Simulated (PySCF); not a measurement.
Si(Cl)2(I)(OH) (Cl₂HIOSi), SMILES O[Si](Cl)(Cl)I.

Coordinates come from a B3LYP-D3(BJ)/def2-SVP optimisation. The structure was generated by enumeration, and PubChem lists no compound with its InChIKey, so it may never have been made. The def2 effective core potentials stand for the cores of I; spin–orbit coupling is left out. Other conformers were not sampled.

All values below come from PySCF with ωB97X/def2-TZVP.

Symmetry labels are those of the subgroup Cs that the program uses (full group Cs).

Computed valence orbital energies around the gap with their symmetry:
```tsv
orbital	symmetry	energy (eV)
HOMO−7	A'	-13.45
HOMO−6	A"	-13.06
HOMO−5	A'	-12.60
HOMO−4	A"	-12.27
HOMO−3	A'	-11.86
HOMO−2	A"	-11.84
HOMO−1	A'	-10.36
HOMO	A"	-10.30
LUMO	A'	0.86
LUMO+1	A'	2.32
LUMO+2	A'	2.94
LUMO+3	A"	2.95
```
